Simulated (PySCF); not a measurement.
## Correlation energy of Sn⁺ (tin, charge +1)

[Kr] 4d10 5s2 5p1, 2P determinant. Computed with PySCF 2.14 in aug-cc-pwCVTZ-DK3 (10s9p7d4f1g, 109 functions), with scalar relativity by spin-free X2C-1e. Frozen: [Kr] 4d10; 3 electrons correlated.

```json
{"level": "CCSD", "correlation energy (mhartree)": "-44.65"}
{"level": "(T)", "correlation energy (mhartree)": "-0.70"}
{"level": "CCSD(T)", "correlation energy (mhartree)": "-45.35"}
```

Diagnostics: T1 = 0.011, D1 = 0.0240, largest double amplitude 0.092.

Cost of the coupled-cluster step: of the order of 27 core-seconds, for 3 correlated electrons.
